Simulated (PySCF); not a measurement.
Species: C6H6ClP.
Atom-mapped SMILES: `[PH2:1][c:2]1[cH:3][cH:4][c:5]([Cl:6])[cH:7][cH:8]1` (hydrogens: H9, H10 on P1; H11 on C3; H12 on C4; H13 on C7; H14 on C8)

The same species was optimised twice, with GFN2-xTB and with PBE0-D3(BJ)/def2-SVP (PySCF), and the same property calculations (PySCF, gas phase) were run on both structures.

| coordinate | GFN2-xTB | PBE0-D3(BJ)/def2-SVP | change |
| --- | --- | --- | --- |
| C3–C4 (Å) | 1.382 | 1.392 | +0.010 |
| C7–C8 (Å) | 1.382 | 1.392 | +0.010 |
| C2–C8 (Å) | 1.391 | 1.401 | +0.010 |
| P1–C2 (Å) | 1.830 | 1.839 | +0.009 |
| C2–C3 (Å) | 1.391 | 1.400 | +0.009 |
| C5–C7 (Å) | 1.386 | 1.394 | +0.008 |
| C4–C5 (Å) | 1.386 | 1.393 | +0.007 |
| C5–Cl6 (Å) | 1.729 | 1.732 | +0.003 |
| C3–C2–C8 (°) | 119.1 | 118.3 | -0.8 |
| P1–C2–C3 (°) | 120.4 | 120.9 | +0.5 |
| C2–C8–C7 (°) | 120.7 | 121.2 | +0.5 |
| C2–C3–C4 (°) | 120.7 | 121.1 | +0.4 |
| C4–C5–C7 (°) | 120.8 | 120.5 | -0.3 |
| C4–C5–Cl6 (°) | 119.6 | 119.8 | +0.2 |
| Cl6–C5–C7 (°) | 119.6 | 119.7 | +0.1 |
| P1–C2–C8 (°) | 120.4 | 120.5 | +0.1 |

Rotational constants: A = 5521, B = 665.8, C = 596.6 MHz (GFN2-xTB) against A = 5464, B = 656.3, C = 588.3 MHz (PBE0-D3(BJ)/def2-SVP).

On the GFN2-xTB structure: isotropic polarisability (au) 109.3 [CAM-B3LYP/def2-SVPD]; HOMO (eV) -7.95 [CAM-B3LYP/def2-SVPD]; LUMO (eV) 0.24 [CAM-B3LYP/def2-SVPD]; dipole (D) 1.32 [CAM-B3LYP/def2-SVPD]; HOMO (eV) -6.79 [PBE0/pcSseg-1]; LUMO (eV) -0.78 [PBE0/pcSseg-1]; dipole (D) 1.37 [PBE0/pcSseg-1]; GIAO shielding of P1 (ppm) 467.1 [PBE0/pcSseg-1]; GIAO shielding of C2 (ppm) 50.1 [PBE0/pcSseg-1]; GIAO shielding of C3/C8 (mean) (ppm) 49.3 [PBE0/pcSseg-1]; GIAO shielding of C4/C7 (mean) (ppm) 52.3 [PBE0/pcSseg-1]; GIAO shielding of C5 (ppm) 42.7 [PBE0/pcSseg-1]; GIAO shielding of Cl6 (ppm) 714.8 [PBE0/pcSseg-1].

**Question.** What do these properties become on the PBE0-D3(BJ)/def2-SVP structure?

**Answer.** 
```json
{"property": "isotropic polarisability (au)", "level": "CAM-B3LYP/def2-SVPD", "on GFN2-xTB": "109.3", "on PBE0-D3(BJ)/def2-SVP": "111.5", "change": "+2.2"}
{"property": "HOMO (eV)", "level": "CAM-B3LYP/def2-SVPD", "on GFN2-xTB": "-7.95", "on PBE0-D3(BJ)/def2-SVP": "-7.94", "change": "+0.01"}
{"property": "LUMO (eV)", "level": "CAM-B3LYP/def2-SVPD", "on GFN2-xTB": "0.24", "on PBE0-D3(BJ)/def2-SVP": "0.18", "change": "-0.06"}
{"property": "dipole (D)", "level": "CAM-B3LYP/def2-SVPD", "on GFN2-xTB": "1.32", "on PBE0-D3(BJ)/def2-SVP": "1.31", "change": "-0.01"}
{"property": "energy, GFN2-xTB geometry as zero (kcal/mol)", "level": "CAM-B3LYP/def2-SVPD", "on GFN2-xTB": "0.0", "on PBE0-D3(BJ)/def2-SVP": "-1.1", "change": "-1.1"}
{"property": "HOMO (eV)", "level": "PBE0/pcSseg-1", "on GFN2-xTB": "-6.79", "on PBE0-D3(BJ)/def2-SVP": "-6.78", "change": "+0.01"}
{"property": "LUMO (eV)", "level": "PBE0/pcSseg-1", "on GFN2-xTB": "-0.78", "on PBE0-D3(BJ)/def2-SVP": "-0.83", "change": "-0.05"}
{"property": "dipole (D)", "level": "PBE0/pcSseg-1", "on GFN2-xTB": "1.37", "on PBE0-D3(BJ)/def2-SVP": "1.36", "change": "-0.01"}
{"property": "energy, GFN2-xTB geometry as zero (kcal/mol)", "level": "PBE0/pcSseg-1", "on GFN2-xTB": "0.0", "on PBE0-D3(BJ)/def2-SVP": "-0.9", "change": "-0.9"}
{"property": "GIAO shielding of P1 (ppm)", "level": "PBE0/pcSseg-1", "on GFN2-xTB": "467.1", "on PBE0-D3(BJ)/def2-SVP": "448.1", "change": "-19.0"}
{"property": "GIAO shielding of C2 (ppm)", "level": "PBE0/pcSseg-1", "on GFN2-xTB": "50.1", "on PBE0-D3(BJ)/def2-SVP": "48.3", "change": "-1.8"}
{"property": "GIAO shielding of C3/C8 (mean) (ppm)", "level": "PBE0/pcSseg-1", "on GFN2-xTB": "49.3", "on PBE0-D3(BJ)/def2-SVP": "47.2", "change": "-2.1"}
{"property": "GIAO shielding of C4/C7 (mean) (ppm)", "level": "PBE0/pcSseg-1", "on GFN2-xTB": "52.3", "on PBE0-D3(BJ)/def2-SVP": "49.8", "change": "-2.5"}
{"property": "GIAO shielding of C5 (ppm)", "level": "PBE0/pcSseg-1", "on GFN2-xTB": "42.7", "on PBE0-D3(BJ)/def2-SVP": "40.2", "change": "-2.5"}
{"property": "GIAO shielding of Cl6 (ppm)", "level": "PBE0/pcSseg-1", "on GFN2-xTB": "714.8", "on PBE0-D3(BJ)/def2-SVP": "710.3", "change": "-4.5"}
```

The heavy atoms differ by 0.018 Å rms after alignment. Among bonds between heavy atoms P1–C2, C2–C3, C2–C8, C3–C4 and C7–C8 change most and about equally (+0.009 to +0.010 Å). Changes are differences of the printed values. Neither structure is proved a minimum here.

The values belong to the conformer `[PH2:1][c:2]1[cH:3][cH:4][c:5]([Cl:6])[cH:7][cH:8]1`: H–P1–C2–C3 43°, H–P1–C2–C3 137°.
